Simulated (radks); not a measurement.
Values are calculated unless marked as measured or tabulated.
Nb31+, 10 electrons, occupied as [Ne]. Code: a radial shooting solver on a logarithmic mesh with Libxc functionals. Model: scalar-relativistic Kohn-Sham, LDA (Slater exchange, Perdew-Wang correlation), spin-unpolarised, spherical densities, point nucleus.

Normalised radial functions P(r) = r R(r), r in bohr:

r,2s,3s
0.003283,0.5456,0.2773
0.004074,0.6476,0.3290
0.005056,0.7621,0.3870
0.006326,0.8915,0.4523
0.007851,1.0220,0.5180
0.009744,1.1499,0.5818
0.01219,1.2660,0.6387
0.01513,1.3428,0.6744
0.01878,1.3593,0.6775
0.02349,1.2795,0.6286
0.02916,1.0745,0.5127
0.03618,0.7146,0.3144
0.04491,0.1873,0.0295
0.05618,-0.5147,-0.3395
0.06973,-1.2718,-0.7152
0.08654,-1.9863,-1.0206
0.1083,-2.5176,-1.1356
0.1344,-2.6839,-0.9331
0.1668,-2.4527,-0.3742
0.2086,-1.8749,0.4854
0.259,-1.1917,1.3236
0.3214,-0.6036,1.8370
0.3989,-0.2322,1.8146
0.499,-0.0604,1.3125
0.6193,-0.0108,0.6996
0.7686,-0.0012,0.2610
0.9616,-0.0001,0.0598
1.193,0.0000,0.0085

2s: eigenvalue -4226.7 eV, 1 radial node at r = 0.0479 bohr, <r> = 0.155 bohr, 90 % of the charge inside 0.238 bohr. 3s (empty): eigenvalue -1709.3 eV, 2 radial nodes at r = 0.0458, 0.185 bohr, <r> = 0.373 bohr, 90 % of the charge inside 0.540 bohr.
